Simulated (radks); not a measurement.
The numbers below are computed, except where a source is named.
Task: Coherent X-ray form factor from a spherical all-electron density. Code: a radial shooting solver on a logarithmic mesh with Libxc functionals. Model: Dirac Kohn-Sham, PBE, spin-unpolarised, spherical densities, finite nucleus; Fermi nuclear charge, rms radius of each element as measured or else 0.836 A^(1/3) + 0.57 fm.

| sin(theta)/lambda (1/angstrom) | f0 (electrons) |
|---|---|
| 0.05 | 1.955 |
| 0.1 | 1.829 |
| 0.15 | 1.649 |
| 0.2 | 1.443 |
| 0.25 | 1.237 |
| 0.3 | 1.046 |
| 0.4 | 0.731 |
| 0.5 | 0.507 |
| 0.6 | 0.354 |
| 0.8 | 0.180 |
| 1 | 0.098 |
| 1.25 | 0.050 |
| 1.5 | 0.027 |
| 2 | 0.010 |

The species is in the configuration that NIST lists as its ground one. Which atom or ion scatters so?

Result: Neutral helium, [He]. Extrapolating in s^2 from the first two rows gives f0(0) = 2.0, near the electron count 2; among species with that count, the fall with angle is slower the higher Z, and the table is that of Z = 2; from so few rows the species is fixed only to a neighbour or two.
